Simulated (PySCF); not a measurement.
F4Sb, multiplicity 2. Atoms are numbered in the order given.

```xyz
5

Sb     0.0000     0.0000     0.1919
F      1.4449     0.0000    -1.0408
F     -1.4449     0.0000    -1.0408
F      0.0000     1.9328     0.4969
F      0.0000    -1.9328     0.4969
```
Charge 0, spin multiplicity 2.

Geometry: PBE0-D3(BJ)/def2-SVP. The multiplicity is an assumed one; other spin states were not compared. The isomer is the one that the SMILES or the coordinates give; other isomers of the formula were not compared. The def2 effective core potentials stand for the cores of Sb; spin–orbit coupling is left out.

Computed with PBE0-D3(BJ)/def2-SVP (PySCF).

Frequencies are harmonic and unscaled.

Q: List the normal modes with their intensities. (An estimate is asked for; the answer gives what the named calculation found.)

A: 
| mode | ν (cm⁻¹) | IR (km/mol) | moving atoms (share of kinetic energy) |
|---|---|---|---|
| 1 | 99 | 13.5 | F 80 %, Sb 20 % |
| 2 | 120 | 3.8 | F 95 % |
| 3 | 192 | 0.0 | F 100 % |
| 4 | 211 | 27.3 | F 80 %, Sb 20 % |
| 5 | 224 | 18.1 | F 89 %, Sb 11 % |
| 6 | 557 | 1.0 | F 100 % |
| 7 | 578 | 69.3 | F 75 %, Sb 25 % |
| 8 | 677 | 51.4 | F 87 %, Sb 13 % |
| 9 | 682 | 73.8 | F 84 %, Sb 16 % |
